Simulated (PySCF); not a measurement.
**Stretching NaPb**

Set-up: PySCF, scalar-relativistic core potentials, basis sets Na def2-SVP, Pb def2-SVP with ECP60. Energies in eV from Na + Pb in their ground configurations at the same level. State: ⁴Σ⁻ (quartet), unpaired electrons σ ↑, π ↑↑.

All columns are PBE0. A positive dipole means Na(−)Pb(+).

```json
{"R (Å)": "2.561", "E (eV)": "-0.793", "μ (D)": "-5.74", "Mulliken charge on Na (basis-dependent)": "0.46", "HOMO (eV)": "-4.20", "LUMO (eV)": "-2.05", "Mayer bond order": "0.90", "⟨S²⟩": "3.75"}
{"R (Å)": "2.680", "E (eV)": "-0.944", "μ (D)": "-6.01", "Mulliken charge on Na (basis-dependent)": "0.43", "HOMO (eV)": "-4.12", "LUMO (eV)": "-2.08", "Mayer bond order": "0.92", "⟨S²⟩": "3.75"}
{"R (Å)": "2.799", "E (eV)": "-1.026", "μ (D)": "-6.26", "Mulliken charge on Na (basis-dependent)": "0.41", "HOMO (eV)": "-4.04", "LUMO (eV)": "-2.10", "Mayer bond order": "0.92", "⟨S²⟩": "3.75"}
{"R (Å)": "2.889", "E (eV)": "-1.054", "μ (D)": "-6.44", "Mulliken charge on Na (basis-dependent)": "0.39", "HOMO (eV)": "-3.99", "LUMO (eV)": "-2.11", "Mayer bond order": "0.91", "⟨S²⟩": "3.75"}
{"R (Å)": "2.978", "E (eV)": "-1.061", "μ (D)": "-6.61", "Mulliken charge on Na (basis-dependent)": "0.38", "HOMO (eV)": "-3.94", "LUMO (eV)": "-2.12", "Mayer bond order": "0.90", "⟨S²⟩": "3.75"}
{"R (Å)": "3.067", "E (eV)": "-1.052", "μ (D)": "-6.77", "Mulliken charge on Na (basis-dependent)": "0.37", "HOMO (eV)": "-3.90", "LUMO (eV)": "-2.13", "Mayer bond order": "0.88", "⟨S²⟩": "3.75"}
{"R (Å)": "3.187", "E (eV)": "-1.021", "μ (D)": "-6.97", "Mulliken charge on Na (basis-dependent)": "0.36", "HOMO (eV)": "-3.85", "LUMO (eV)": "-2.13", "Mayer bond order": "0.85", "⟨S²⟩": "3.75"}
{"R (Å)": "3.335", "E (eV)": "-0.963", "μ (D)": "-7.18", "Mulliken charge on Na (basis-dependent)": "0.36", "HOMO (eV)": "-3.80", "LUMO (eV)": "-2.14", "Mayer bond order": "0.81", "⟨S²⟩": "3.75"}
{"R (Å)": "3.514", "E (eV)": "-0.876", "μ (D)": "-7.36", "Mulliken charge on Na (basis-dependent)": "0.35", "HOMO (eV)": "-3.75", "LUMO (eV)": "-2.14", "Mayer bond order": "0.75", "⟨S²⟩": "3.75"}
{"R (Å)": "3.752", "E (eV)": "-0.749", "μ (D)": "-7.46", "Mulliken charge on Na (basis-dependent)": "0.34", "HOMO (eV)": "-3.73", "LUMO (eV)": "-2.14", "Mayer bond order": "0.67", "⟨S²⟩": "3.75"}
```

A fit through these points gives, at Re = 2.968 Å, μ = -6.59 D and dμ/dR = -1.87 D/Å; the reduced mass is 20.7 u.

Question: How strong is the fundamental in the double-harmonic approximation, I = 42.26·(dμ/dR)²/μred km/mol?

Answer: I = 42.26·(-1.87)²/20.7 = 7.14 km/mol at PBE0.

These are scalar-relativistic numbers at best; spin–orbit coupling would shift them, the dissociation energy most. The state was picked by a PBE0 search and need not be the measured ground state.
